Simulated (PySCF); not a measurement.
# How methods differ on the excitation energy of Sn

Sn [Kr] 4d10 5s2 5p2 (3P) → Sn [Kr] 4d10 5s2 5p1 6s1 (3P), as a difference of total energies. All numbers are calculated (PySCF 2.14, a scalar-relativistic core potential, in aug-cc-pwCVTZ-PP with ECP28MDF). Correlated levels: valence: 4s2 4p6 4d10 frozen. The calculations carry no spin-orbit coupling.

```tsv
method	excitation energy (eV)
UHF	4.143
MP2 (valence)	4.256
SCS-MP2 (valence)	4.242
CCSD (valence)	4.257
CCSD(T) (valence)	4.263
```

How much does correlation contribute at CCSD(T) (valence)?

4.263 − (4.143) = 0.120 eV, measured against UHF.

Errors of the correlated levels include the incompleteness of this basis and the frozen core.

For comparison: 4.275 eV (measured; NIST levels, between the centres of gravity of the two terms).
